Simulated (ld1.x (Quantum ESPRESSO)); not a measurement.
## Before and after: ultrasoft potential for N

ld1.x (Quantum ESPRESSO) 7.5 input, shortened:

```
&input
   title='N', zed=7., rel=1, dft='PZ', iswitch=3,
   config='[He] 2s1 2p4 3d-2'
 /
 &inputp
   pseudotype=3, tm=.true., lloc=-1, rcloc=1.35,
   nlcc=.true., rcore=0.80,
   which_augfun='PSQ', rmatch_augfun=0.85
 /
5
2S  1  0   1.00   0.00  0.80  0.95  0.0
2S  1  0   0.00  -0.20  0.80  0.95  0.0
2P  2  1   4.00   0.00  2.00  2.20  0.0
2P  2  1   0.00   3.95  2.00  2.20  0.0
3D  3  2  -2.00   0.10  1.85  2.25  0.0
 &test
   configts(1)='2s1 2p4'
 /
```

Change: waves 2p (bound): rcut 2.00, rcutus 2.80 bohr; 2p channel at 3.95 Ry: rcut 2.00, rcutus 2.80 bohr.

Cutoffs: the cutoffs (Ry, on a coarse ladder) from which the occupation-weighted sum of valence levels, in a spherical-Bessel basis at the reference potential, stays within 10 and 1 mRy of its value at 400 Ry; they do not see the model core or the augmentation charge, which bear on the density cutoff. Errors are all-electron minus pseudo energies relative to the spin-unpolarised reference configuration.

Q: Predict the effect on cutoff, ghosts and configuration errors.

A: The potential gets softer (18 Ry and 40 Ry → 12 Ry and 40 Ry); of the 9 tests that both files solve, the error grows in 1 and shrinks in 3 by more than 15 % and 0.3 meV (median size 49.7 → 31.1 meV); neither file shows a bound ghost. A larger radius leaves more room for a smooth pseudo-wave, so fewer plane waves are needed.

| quantity | base | changed |
| --- | --- | --- |
| cutoff, loose | 18 Ry | 12 Ry |
| cutoff, tight | 40 Ry | 40 Ry |
| loose cutoff by channel (10 mRy a level) | s 10 Ry, p 12 Ry | s 10 Ry, p 8 Ry |
| bound ghosts | none | none |
| error for 2s2 2p3, meV [ΔE -11.20 eV] | +8.9 | +8.5 |
| error for 2s2 2p2, meV [ΔE 2.53 eV] | +18 | -6.4 |
| error for 2s2 2p1, meV [ΔE 31.50 eV] | +50 | +15 |
| error for 2s1 2p0, meV [ΔE 156.14 eV] | +417 | +407 |
| error for 2s2 2p0, meV [ΔE 78.66 eV] | +171 | +163 |
| error for 2s2 2p3.3, meV [ΔE -12.87 eV] | +8.5 | +2.3 |
| error for 2s1 2p3, meV [ΔE 13.98 eV] | +5.9 | -31 |
| error for 2s1 2p4 (spin-polarised), meV [ΔE -3.20 eV] | +233 | +219 |
| error for 2s2 2p3 (spin-polarised), meV [ΔE -14.10 eV] | +253 | +252 |
| lowest overlap eigenvalue by channel | s 0.45, p 0.79, d 0.65 | s 0.45, p 0.84, d 0.65 |
